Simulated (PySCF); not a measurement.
Structure with atom numbers: `[F:1][C:2]([F:3])([F:4])[C@H:5]1[CH2:6][SiH2:7]1`. Each H is labelled by its parent atom. Ha(C6), Ha(Si7) are cis to C2 on the ring; Hb(C6), Hb(Si7) are trans to C2 on the ring.

Geometry: PBE0-D3(BJ)/def2-SVP; GIAO absolute shieldings from PySCF 2.14, gas phase, non-relativistic, averaged over equivalent atoms.

At PBE0/pcSseg-0 (77 basis functions, 6.6 s wall time on 1 thread of an Arm Neoverse V1, shared host):
```csv
atoms,σ (ppm)
F1/F3/F4,259.9
C2,44.0
C5,180.3
C6,197.9
Si7,508.7
Ha(Si7),29.68
Hb(Si7),29.78
H(C5),31.12
Ha(C6),31.44
Hb(C6),31.46
```

Q: Predict the values at B3LYP/pcSseg-1 on the same geometry.

A: 
```
   atoms  σ at B3LYP/pcSseg-1  change
F1/F3/F4                250.6    -9.3
      C2                 43.8    -0.2
      C5                167.1   -13.2
      C6                184.4   -13.5
     Si7                474.3   -34.4
 Ha(Si7)                28.44   -1.24
 Hb(Si7)                28.59   -1.19
   H(C5)                30.10   -1.02
  Ha(C6)                30.51   -0.93
  Hb(C6)                30.57   -0.89
```

The largest change is at Si7 (silicon bonded to 2 C, 2 H, in a 3-membered ring). Cost: 151 basis functions, 15 s wall time on 1 thread of an Arm Neoverse V1, shared host. The order of the carbon signals is the same at both levels.
